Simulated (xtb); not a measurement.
Species: CH₂N, SMILES `C=[N]` (charge 0, multiplicity 2).

Task: Give a relaxed geometry from GFN2-xTB run with xtb.

Result: the end point of this relaxation (outside a Z-matrix the atoms follow the SMILES, hydrogens last).
Bond lengths (Å): C1–N2 1.214, C1–H3 1.097, C1–H4 1.097. Angles (°): N2–C1–H3 124.0, N2–C1–H4 123.8, H3–C1–H4 112.2.
